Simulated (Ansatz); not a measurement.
C$_{3}$H$_{11}$NSi, SMILES `CC(C)N[SiH3]`, relaxed with RKS PBE0-D4/def2-TZVP in Ansatz from a PBE-D4/def2-SVP geometry. The force threshold is 0.005 eV/Å; the program also tests the step.

Total charge 0; spin multiplicity 1.

Start:

```xyz
16

C     0.085   -0.630   -1.349
C    -0.213   -0.649    0.152
C    -1.675   -1.015    0.424
N     0.087    0.655    0.749
Si    1.493    1.643    0.419
H     1.153   -0.401   -1.554
H    -0.130   -1.617   -1.804
H    -0.532    0.137   -1.861
H     0.425   -1.452    0.606
H    -1.921   -2.015    0.013
H    -2.352   -0.265   -0.036
H    -1.885   -1.041    1.514
H    -0.261    0.733    1.709
H     1.443    2.257   -0.954
H     2.823    0.925    0.521
H     1.460    2.736    1.451
```

Task: How much energy does the relaxation release, and in how many steps? (Best estimate.)

Result: The calculation gave: 1.56 kcal/mol, in 8 steps.

Task: Which bonds change most? (An estimate is asked.)

Result: Ansatz gave: N4–Si5 from 1.750 to 1.720 Å; Si5–H15 from 1.515 to 1.495 Å; C2–H9 from 1.122 to 1.103 Å; Si5–H16 from 1.504 to 1.486 Å.

Task: Give the relaxed structure. (An estimate is asked.)

Result: The calculation gave: 
```xyz
16

C     0.087   -0.617   -1.335
C    -0.205   -0.642    0.154
C    -1.654   -1.009    0.421
N     0.090    0.654    0.746
Si    1.473    1.622    0.417
H     1.137   -0.387   -1.539
H    -0.124   -1.591   -1.781
H    -0.528    0.137   -1.833
H     0.430   -1.424    0.605
H    -1.887   -1.997    0.017
H    -2.321   -0.276   -0.041
H    -1.862   -1.031    1.494
H    -0.296    0.754    1.673
H     1.420    2.231   -0.939
H     2.769    0.880    0.498
H     1.471    2.698    1.442
```
